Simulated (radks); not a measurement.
Q: The lithium ion Li+, [He]. All-electron calculation, non-relativistic Kohn-Sham, r2SCAN, spin-polarised, spherical densities, point nucleus; meta-GGA in the generalised Kohn-Sham scheme. Program: a radial shooting solver on a logarithmic mesh with Libxc functionals. Every spin shell is full or empty, so the densities are truly spherical. Functionals are evaluated on that one density, not self-consistently. Rank these exchange functionals by their error against the exact value of the orbitals, and give that value: LDA, B88, PBE, revPBE, RPBE, PW91, PW86, WC, EV93, APBE, revTPSS, MS2, Tao-Mo.

A: Exact: -1.64718 hartree. From best to worst, with 100 (|E| - |E exact|)/|E exact| (equal figures are ties): revPBE +0.01, APBE +0.14, RPBE +0.26, revTPSS +0.27, B88 -0.28, PW86 +0.39, MS2 +0.44, Tao-Mo +0.44, PW91 -1.15, PBE -1.45, WC -3.49, EV93 +4.52, LDA -13.94.
